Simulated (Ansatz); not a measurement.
All numbers were calculated with Ansatz.

Basis-set series for `OB([SiH3])Cl`. Charge 0, multiplicity 1. The structure was optimised at the PBE0-D4/def2-TZVP level. It is one conformer, not always the lowest.

```csv
functional,basis,functions,energy (Eh),HOMO (eV),LUMO (eV)
PBE0-D4,def2-SVP,84,-851.55660,-8.31,-0.86
PBE0-D4,def2-TZVPP,202,-851.93340,-8.43,-1.09
ωB97M-V,def2-SVP,84,-851.85516,-10.40,1.25
ωB97M-V,def2-TZVPP,202,-852.23455,-10.56,0.94
```

**Question.** Give the rows for def2-QZVPP. (Best estimate.)

**Answer.** The calculation gave: 
```
functional       basis  functions  energy (Eh)  HOMO (eV)  LUMO (eV)
   PBE0-D4  def2-QZVPP        374   -851.96244      -8.45      -1.15
   ωB97M-V  def2-QZVPP        374   -852.26193     -10.59       0.86
```

Positive LUMOs are unbound and depend on the basis.
